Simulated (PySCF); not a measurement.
`C([Si]([C]=C)(C=C)C=C)=C` [radical] (doublet state). The calculation used PBE0-D3(BJ)/def2-SVP geometry optimisation, gas phase in PySCF 2.14.0.

```
atom  x, y, z in Å
C1    -2.6806    1.4471    0.5477
C2    -1.4385    1.0553    0.4092
Si3    0.1970    0.2723    0.1502
C4     1.0159    0.0715    1.8231
C5     1.1925   -1.1106    2.4237
C6     0.0280   -1.3986   -0.6815
C7    -1.1317   -1.9226   -1.0941
C8     1.2325    1.4035   -0.9262
C9     1.5417    1.1323   -2.1992
H10   -3.5375    0.8012    0.2911
H11   -2.9475    2.4461    0.9292
H12    1.3662    0.9746    2.3413
H13    1.6727   -1.2023    3.4048
H14    0.8582   -2.0466    1.9611
H15    0.9465   -1.9792   -0.8477
H16   -1.1911   -2.9007   -1.5853
H17   -2.0804   -1.3906   -0.9595
H18    1.6024    2.3421   -0.4913
H19    2.1467    1.8111   -2.8113
H20    1.1967    0.2155   -2.6914
```

**Question.** Which two atoms are farthest apart?

**Answer.** H13···H19, 6.92 Å; the next longest distance is 6.55 Å.

**Question.** Where is the centre of mass (commonest isotopes), and what is the radius of gyration?

**Answer.** Mass 135.063 u; centre at (0.020, 0.110, 0.055) Å; Rg = √(Σ m r²/M) = 2.259 Å. As Ia + Ib + Ic = 2 Σ m r², the three principal moments sum to 1378.6 u·Å².

**Question.** What is the repulsion energy of the bare nuclei, Σ ZA·ZB/RAB?

**Answer.** 463.92 Eh over 190 pairs, with full nuclear charges and distances in bohr; the largest single term is 24.27 Eh (C2 with Si3).

**Question.** What are the angles C6–Si3–C8, C2–Si3–C6, C5–C4–H12, Si3–C6–H15, Si3–C8–C9, C8–C9–H19?

**Answer.** From the scalar product of the two bond vectors; for C6–Si3–C8 it is -1.1699 Å² over 1.8741 × 1.8736 Å², cos θ = -0.3332. C6–Si3–C8 109.5°; C2–Si3–C6 111.3°; C5–C4–H12 118.2°; Si3–C6–H15 117.6°; Si3–C8–C9 123.5°; C8–C9–H19 122.2°.

**Question.** Write the matrix of distances between heavy atoms (Å, lower triangle).

**Answer.** 
```
C1    0.000
C2    1.310  0.000
Si3   3.133  1.832  0.000
C4    4.145  2.999  1.873  0.000
C5    5.006  3.959  2.841  1.338  0.000
C6    4.116  3.060  1.874  3.068  3.329  0.000
C7    4.056  3.350  2.852  4.135  4.294  1.338  0.000
C8    4.182  3.006  1.874  3.063  4.189  3.060  4.084  0.000
C9    5.047  3.961  2.840  4.193  5.150  3.317  4.207  1.338  0.000
```

Not checked by PBE0-D3(BJ)/def2-SVP frequencies. ⟨S²⟩ = 0.763 (exact for a doublet: 0.75).

Hardware: one thread, x86-64 server, no GPU, shared host. Cost: 24 min of wall time. That covers the optimisation of the geometry.

One conformer stands for the species.
